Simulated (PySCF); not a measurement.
## W²⁺: ionisation energy

W²⁺ [Xe] 4f14 5d4 (5D) → W³⁺ [Xe] 4f14 5d3 (4F), as a difference of total energies. Computed with PySCF 2.14 in def2-TZVPPD with the def2 core potential (60 electrons) (6s5p3d2f1g, 59 functions), with a scalar-relativistic core potential. Correlated levels: valence: 5s2 5p6 frozen; valence and next inner shell: nothing frozen outside the core potential. The calculations carry no spin-orbit coupling.

Q: Order these methods by the ionisation energy they give, lowest first.
A. LC-wPBE
B. LDA
C. PBE
D. B97-3

A: D (25.564 eV), A (25.738 eV), C (25.977 eV), B (26.221 eV).

The reference lies between the lowest fine-structure levels, while these numbers refer to the centres of the terms.

Errors of the correlated levels include the incompleteness of this basis and the frozen core.

For comparison: 26 ± 0.4 eV (semi-empirical (NIST evaluation); NIST Atomic Spectra Database, ionization energies).
